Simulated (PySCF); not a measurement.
**Correlation energy of Ar²⁺ (argon, charge +2)**

[Ne] 3s2 3p4, high-spin 3P determinant. All numbers are calculated (PySCF 2.14, the spin-free X2C one-electron Hamiltonian (Gaussian nucleus), in jorge-DZP-DKH). Frozen: [Ne]; 6 electrons correlated.

MP2 pair energies summed by pair of shells (mhartree):

```tsv
pair	energy	share (%)
3p-3p	-47.73	49.5
3s-3p	-41.29	42.8
3s-3s	-7.39	7.7
```

Total MP2 correlation energy: -96.41 mhartree.

Same-spin part -23.73 and opposite-spin part -72.69 mhartree; SCS-MP2 scales them by 1/3 and 6/5 to -95.13 mhartree.

```
  level  correlation energy (mhartree)
   CCSD                        -115.41
    (T)                          -1.05
CCSD(T)                        -116.46
```

Diagnostics: T1 = 0.0055, D1 = 0.0188, largest double amplitude 0.049.

Is a single reference adequate?

Yes: T1 lies below 0.03 and no double amplitude reaches 0.07.
